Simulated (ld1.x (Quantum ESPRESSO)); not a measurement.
**Reading a pseudo-wave (F)**

Columns: radius, all-electron u(r) and pseudo u(r) of the 2p shell (level -11.50 eV) of fluorine in the configuration [He] 2s1.5 2p5.5; LDA (PZ), scalar-relativistic, TM scheme, ld1.x (Quantum ESPRESSO) 7.5.

| r (bohr) | all-electron | pseudo |
| --- | --- | --- |
| 0.085 | 0.1070 | 0.0329 |
| 0.170 | 0.3042 | 0.1268 |
| 0.255 | 0.4980 | 0.2684 |
| 0.340 | 0.6559 | 0.4376 |
| 0.425 | 0.7710 | 0.6109 |
| 0.510 | 0.8463 | 0.7657 |
| 0.595 | 0.8883 | 0.8848 |
| 0.680 | 0.9042 | 0.9590 |
| 0.765 | 0.9006 | 0.9879 |
| 0.850 | 0.8829 | 0.9785 |
| 0.935 | 0.8555 | 0.9417 |
| 1.020 | 0.8217 | 0.8889 |
| 1.105 | 0.7840 | 0.8298 |
| 1.190 | 0.7441 | 0.7713 |
| 1.275 | 0.7034 | 0.7170 |
| 1.360 | 0.6627 | 0.6682 |
| 1.445 | 0.6228 | 0.6244 |
| 1.530 | 0.5841 | 0.5843 |
| 1.615 | 0.5468 | 0.5468 |
| 1.700 | 0.5111 | 0.5111 |
| 1.785 | 0.4772 | 0.4772 |
| 1.870 | 0.4451 | 0.4451 |
| 1.955 | 0.4148 | 0.4148 |
| 2.040 | 0.3862 | 0.3862 |
| 2.125 | 0.3593 | 0.3593 |
| 2.210 | 0.3341 | 0.3341 |

(1) How many radial nodes do the two functions have?

(2) At about which radius was the pseudo-wave matched?

(3) Is the pseudo-wave norm-conserving?

Results:

(1) The all-electron 2p function has n − l − 1 = 0; the pseudo-wave has 0.

(2) 1.70 bohr. The columns agree to 0.0005 from 1.53 bohr on; several derivatives are matched, so the curves merge somewhat inside the radius.

(3) Yes: the TM scheme keeps the norm inside the radius equal to the all-electron one, which fixes the energy derivative of the logarithmic derivative at the level.
